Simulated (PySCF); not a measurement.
## How methods differ on the ionisation energy of Ag²⁺

Ag²⁺ [Kr] 4d9 (2D) → Ag³⁺ [Kr] 4d8 (3F), as a difference of total energies. Computed with PySCF 2.14 in x2c-TZVPPall with one added diffuse shell each of s, p, d, f type (9s7p7d3f1g, 95 functions), with the spin-free X2C one-electron Hamiltonian (Gaussian nucleus). Correlated levels: valence: [Kr] frozen; valence and next inner shell: [Ar] 3d10 frozen. The calculations carry no spin-orbit coupling.

| method | ionisation energy (eV) |
| --- | --- |
| UHF | 32.959 |
| LDA | 35.615 |
| PBE | 35.118 |
| PBE0 | 34.914 |
| r2SCAN | 34.697 |
| r2SCAN0 | 34.629 |
| BHandHLYP | 34.632 |
| M06-2X | 35.219 |
| wB97X | 34.860 |
| MP2 (valence) | 34.837 |
| SCS-MP2 (valence) | 34.699 |
| MP2 (valence and next inner shell) | 34.907 |
| SCS-MP2 (valence and next inner shell) | 34.664 |

Question: How much does correlation contribute at MP2 (valence and next inner shell)?

Answer: 34.907 − (32.959) = 1.948 eV, measured against UHF.

A first-order spin-orbit estimate (lowest level to lowest level, LS coupling) adds -0.146 eV.

Errors of the correlated levels include the incompleteness of this basis and the frozen core.

For comparison: 34.8 ± 0.3 eV (semi-empirical (NIST evaluation); NIST Atomic Spectra Database, ionization energies).
